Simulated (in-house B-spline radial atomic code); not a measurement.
## BLYP excitations of the cerium ion Ce⁴⁺

Method: BLYP. Computed with an all-electron radial atomic-structure program (B-spline basis): linear response of the closed shell [Kr] 4d10 5s2 5p6 with the functional's adiabatic kernel; scalar-relativistic (spin-free one-electron X2C), finite nucleus, no spin-orbit coupling, no double excitations, S, P, D and F terms only; shells from n = 3 respond. Only terms of natural parity with L up to 3 were computed.

Spin-orbit coupling is strong here, so these LS terms don't match observed levels.

Command:
```bash
python run_td.py task.json out
```
Settings (radii: box in bohr, nucleus in fm):
```
Z                        58
electrons                54
configuration            [Kr] 4d10 5s2 5p6
hamiltonian              x2c
method                   b88,lyp
box_radius               19.1
rms_radius               4.8771
intervals                71
```

Cost of the run: 3.9 s on 1 thread of Arm Neoverse N1 (shared host).

The lowest states, in the order of their Tamm-Dancoff energies; the method's threshold (minus the highest occupied level) is 59.83 eV. Labels give the largest channel, * marks a mixed state, and oscillator strengths are full-response dipole values. Semilocal kernels can invert the small singlet-triplet splittings of Rydberg terms. Energies in eV:

```json
{"state": "5p → 4f 3D", "full response": "11.863", "Tamm-Dancoff": "11.922", "oscillator strength": "-"}
{"state": "5p → 4f 1D", "full response": "?", "Tamm-Dancoff": "?", "oscillator strength": "-"}
{"state": "5p → 5d 3P", "full response": "22.986", "Tamm-Dancoff": "23.048", "oscillator strength": "-"}
{"state": "5p → 5d 3F", "full response": "23.186", "Tamm-Dancoff": "23.270", "oscillator strength": "-"}
{"state": "5p → 5d 1F", "full response": "?", "Tamm-Dancoff": "?", "oscillator strength": "-"}
{"state": "5p → 6s 3P", "full response": "29.774", "Tamm-Dancoff": "29.781", "oscillator strength": "-"}
```

(1) Where does 5p → 5d 1F lie?

(2) Where does 5p → 4f 1D lie?

(3) How large is the singlet-triplet splitting of 5p → 4f (D terms) in Tamm-Dancoff?

(4) What polarisabilities and dispersion coefficient does the method give?

Results:

(1) At 24.935 eV in full response, 24.957 eV in Tamm-Dancoff.

(2) At 14.045 eV in full response, 14.186 eV in Tamm-Dancoff.

(3) 2.26 eV, from the unrounded values.

(4) Dipole 5.857 bohr³, quadrupole 19.37 bohr⁵, C6 33.11 hartree·bohr⁶ for two such species.
